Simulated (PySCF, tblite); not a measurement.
Isomers of C7H8N (doublet state), one GFN2-xTB conformer each. Single-point energies are computed at B3LYP/pcH-1 (PySCF, gas phase, no added dispersion term), electronic only. GFN2-xTB treats the open shell by occupation alone, and not every SCF solution was tested for stability.

```csv
SMILES,GFN2-xTB relative energy (kcal/mol)
[CH2]c1cccc(N)c1,0.0
NCC1=C[C@@H]2C=C[C]12,85.6
N#C[C@@H]1[CH]C=CCC1,17.7
```

Conformers: `[CH2:1][c:2]1[cH:3][cH:4][cH:5][c:6]([NH2:7])[cH:8]1` (doublet state) with H–C1–C2–C3 180° and 0°; `[NH2:1][CH2:2][C:3]1=[CH:4][C@@H:5]2[CH:6]=[CH:7][C:8]12` (doublet state) with H–N1–C2–C3 59° and -59°, N1–C2–C3–C4 109°; `[N:1]#[C:2][C@@H:3]1[CH:4][CH:5]=[CH:6][CH2:7][CH2:8]1` (doublet state) with C2–C3–C4–C5 -93°, C3–C4–C5–C6 0°, C5–C6–C7–C8 -26°, C6–C7–C8–C3 52°.

**Question.** What does B3LYP/pcH-1 give for the same structures?

**Answer.** 
| SMILES | B3LYP/pcH-1 E (Eh) | B3LYP/pcH-1 (kcal/mol) | GFN2-xTB (kcal/mol) | point group |
| --- | --- | --- | --- | --- |
| [CH2]c1cccc(N)c1 | -326.29690 | 0.0 | 0.0 | near Cs |
| N#C[C@@H]1[CH]C=CCC1 | -326.26947 | 17.2 | 17.7 | C1 |
| NCC1=C[C@@H]2C=C[C]12 | -326.13320 | 102.7 | 85.6 | C1 |

Both levels put the same isomer lowest; measured from each level's own lowest isomer, the values differ by up to 17.1 kcal/mol (NCC1=C[C@@H]2C=C[C]12: 85.6 against 102.7). As drawn, the highest has a four-membered ring, which the lowest lacks.

**Question.** What happens when harmonic zero-point energies from GFN2-xTB frequencies are added?

**Answer.** 
```tsv
SMILES	ZPE (kcal/mol)	electronic (kcal/mol)	with ZPE (kcal/mol)
[CH2]c1cccc(N)c1	80.0	0.0	0.0
N#C[C@@H]1[CH]C=CCC1	80.6	17.2	17.8
NCC1=C[C@@H]2C=C[C]12	79.9	102.7	102.6
```

The zero-point energies span 0.7 kcal/mol. The order is unchanged.
